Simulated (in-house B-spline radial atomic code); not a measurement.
Computed with a B-spline radial atomic code. Model: two electrons, singlet ground state, non-relativistic, full CI in B-splines with partial waves to l = 8 (at full coupling up to 3e-4 hartree above the limit, correlation up to 0.6 % small), density held at that of full coupling by Lieb maximisation.

W(λ) is the mean repulsion in the state of coupling λ less the Hartree energy of the fixed density. Its start is exact exchange, its initial slope is twice the second-order Görling-Levy correlation energy, and its area from 0 to 1 is E_xc. A straight curve means weak, dynamic correlation, and a curve that drops fast and flattens means strong correlation.

Command:
```bash
python run_ac.py task.json out
```
Settings (lengths in bohr, energies in hartree):
```
potential              gauss
strength               0.34
lmax                   8
second                 10.9
```

Cost of the run: 31 s on 1 thread of Intel(R) Xeon(R) Processor @ 2.30GHz, with other jobs on the host.

**W = mean repulsion less Hartree energy, and W of three functionals.**

Given: confinement Gaussian well; well depth 0.34 hartree; well width 10.9 bohr; external potential -V exp(-r^2/w^2).

Computed: LDA exchange minus exact 22.851 millihartree; PBE exchange minus exact 6.6141 millihartree.

| coupling | W xc (hartree) | W xc minus exchange (millihartree) | kinetic minus Kohn-Sham (millihartree) | LDA (PW92) W minus its exchange (millihartree) | PBE W minus its exchange (millihartree) | SCAN W minus its exchange (millihartree) |
| --- | --- | --- | --- | --- | --- | --- |
| 0 | -0.15908 | 0 | 0 | 0 | 0 | 0 |
| 0.02 | -0.16106 | -1.974 | 0.02 | -7.71 | -3.15 | -1.82 |
| 0.05 | -0.16381 | -4.724 | 0.12 | -14.46 | -7.03 | -4.31 |
| 0.12 | -0.16937 | -10.289 | 0.58 | -24.86 | -14.1 | -9.35 |
| 0.25 | ? | ? | ? | ? | ? | ? |
| 0.4 | -0.18375 | -24.668 | 4.09 | -46.24 | -31.13 | -23.1 |
| 0.6 | -0.18974 | -30.657 | 7.05 | -54.71 | -38.46 | -29.38 |
| 0.8 | -0.19394 | -34.857 | 9.96 | -60.79 | -43.87 | -34.03 |
| 1 | -0.19706 | -37.978 | 12.76 | -65.47 | -48.09 | -37.59 |
| 1.4 | -0.20144 | -42.352 | 17.95 | -72.32 | -54.36 | -42.69 |
| 2 | ? | ? | ? | ? | ? | ? |
| 3 | -0.20965 | -50.563 | 34.87 | -86.39 | -67.45 | -51.82 |
| 4.5 | -0.21311 | -54.021 | 47.59 | -92.87 | -73.56 | -55.08 |
| 7 | -0.21625 | -57.166 | 65.26 | -99.07 | -79.45 | -57.55 |

(1) What belongs in the row 0.25?

(2) What belongs in the row 2?

(3) What is the SCAN exchange minus exact?

**Energy parts, natural occupations and partial-wave weights.**

Computed: total energy -0.3162 hartree; exchange energy -0.15908 hartree; correlation energy -0.025218 hartree; kinetic part of the DFT correlation energy 0.01276 hartree; Hartree energy 0.31817 hartree; Kohn-Sham kinetic 0.060476 hartree; Lieb Oxford ratio E_xc over LDA exchange 1.3528.

| natural | occupation of the shell (electrons) |
| --- | --- |
| s | 1.7642 |
| p | ? |
| s | 0.014785 |
| d | 0.00038667 |
| p | 0.00019334 |
| f | 5.9582e-05 |

(4) What belongs in the row p?

| wave | weight |
| --- | --- |
| s | 0.88952 |
| p | 0.11023 |
| d | 0.00020272 |
| f | ? |
| g | 7.7125e-06 |

(5) What belongs in the row f?

(6) What is the initial slope twice GL2?

(7) What is the kinetic part over minus potential part?

Results:

(1) W xc (hartree): -0.17728; W xc minus exchange (millihartree): -18.192; kinetic minus Kohn-Sham (millihartree): 2.01; LDA (PW92) W minus its exchange (millihartree): -37.03; PBE W minus its exchange (millihartree): -23.48; SCAN W minus its exchange (millihartree): -16.72.

(2) W xc (hartree): -0.20557; W xc minus exchange (millihartree): -46.489; kinetic minus Kohn-Sham (millihartree): 24.88; LDA (PW92) W minus its exchange (millihartree): -79.19; PBE W minus its exchange (millihartree): -60.72; SCAN W minus its exchange (millihartree): -47.44.

(3) 0.29106 millihartree.

(4) occupation of the shell (electrons): 0.22026.

(5) weight: 3.3038e-05.

(6) -0.10149 hartree.

(7) 0.33598.

Half-way to full coupling W has made 73 % of its drop, against 50 % for a straight line, and second-order (GL2) theory, half the initial slope, overshoots the correlation energy by about 101 %: correlation is strong. Over couplings 0 to 1 the errors in E_xc come to about +1.6 millihartree for LDA, -0.2 millihartree for PBE, +1.3 millihartree for SCAN, so PBE is nearest. In LDA and PBE the errors of exchange and correlation have opposite signs, so the sum is smaller than the larger of the two.
